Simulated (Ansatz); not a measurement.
Reaction (ligand exchange at the Si–S bond): `C=CCS[SiH3]` + `[OH][Al]([OH])[SH]` → `[OH][Al]([SH])[O][SiH3]` + `C=CCS`

Program: Ansatz. Geometries: PBE0-D4/def2-TZVP. ΔE: electronic, gas phase. CCSD(T)/CBS is the MP2 limit (def2-TZVPP, def2-QZVPP) plus CCSD(T) − MP2 in def2-TZVPP, frozen cores. This one scheme is used for every species. Functionals use def2-TZVPP. B3LYP here is the variant with VWN-RPA as its local correlation; programs differ in this. Each species was taken in one conformer, which may not be the lowest.

`C=CCS[SiH3]`:

Cartesian coordinates in Å:
```
C 0.694 1.228 1.266
C 0.011 0.092 1.326
C 0.428 -1.162 0.648
S -0.782 -1.711 -0.616
Si -0.810 0.002 -1.884
H 1.628 1.298 0.718
H 0.345 2.124 1.763
H -0.929 0.051 1.870
H 1.408 -1.055 0.181
H 0.472 -1.997 1.351
H -1.556 1.152 -1.314
H -1.488 -0.458 -3.122
H 0.580 0.435 -2.187
```

`[OH][Al]([OH])[SH]`:

Z-matrix (Å, degrees):
```
Al
O 1 1.687
S 1 2.166 2 116.6
O 1 1.690 2 125.9 3 -180.0
H 2 0.954 1 126.3 3 -180.0
H 3 1.345 1 91.4 2 -180.0
H 4 0.955 1 125.7 2 0.1
```

`[OH][Al]([SH])[O][SiH3]`:

Z-matrix (Å, degrees):
```
Si
O 1 1.625
H 1 1.487 2 110.1
H 1 1.487 2 110.5 3 -120.5
H 1 1.487 2 109.5 3 119.7
Al 2 1.672 1 167.1 3 74.4
S 6 2.173 2 119.7 1 179.2
O 6 1.685 2 119.2 1 -0.9
H 7 1.344 6 92.2 2 -0.1
H 8 0.955 6 124.3 2 -180.0
```

`C=CCS`:

```xyz
10

C     1.489    0.481   -0.605
C     0.175    0.374   -0.474
C    -0.512   -0.087    0.761
S    -1.424   -1.649    0.541
H     2.161    0.226    0.209
H     1.942    0.821   -1.528
H    -0.471    0.630   -1.312
H     0.212   -0.295    1.552
H    -1.207    0.665    1.140
H    -2.366   -1.165   -0.285
```

| level | ΔE (kJ/mol) | difference from CCSD(T)/CBS |
| --- | --- | --- |
| revPBE-D4 | -29.5 | 19.6 |
| B97M-V | -50.1 | -1.0 |
| CAM-B3LYP-D4 | -58.8 | -9.7 |
| B2PLYP | -57.1 | -8.0 |
| PBE-QIDH | -47.8 | 1.3 |
| B3LYP | -59.7 | -10.6 |
| MP2/def2-SVP | -52.8 | -3.7 |
| CCSD/def2-SVP | -59.8 | -10.7 |
| HF/def2-TZVPP | -80.9 | -31.8 |
| SCS-MP2/def2-TZVPP | -57.3 | -8.2 |
| CCSD/def2-TZVPP | -58.7 | -9.6 |
| MP2/def2-QZVPP | -46.9 | 2.2 |
| SCS-MP2/def2-QZVPP | -55.5 | -6.4 |
| HF/CBS(def2) | -83.6 | -34.5 |
| MP2/CBS(def2) | -44.2 | 4.9 |
| CCSD/CBS(def2) | -54.3 | -5.2 |
| CCSD(T)/CBS | -49.1 | 0 |

Largest T1 diagnostic among the species: 0.012.

Leaving LDA and LC-ωPBE aside and taking each functional with its dispersion term where it has one, the values, not all of them listed here, spread over 30.9 kJ/mol, from BHLYP-D4 to revPBE-D4. LDA lies +3.5 kJ/mol from PBE without D4. From r2SCAN to r2SCAN0 (25 % exact exchange), in def2-TZVPP and without D4, ΔE moves by −3.2 kJ/mol.
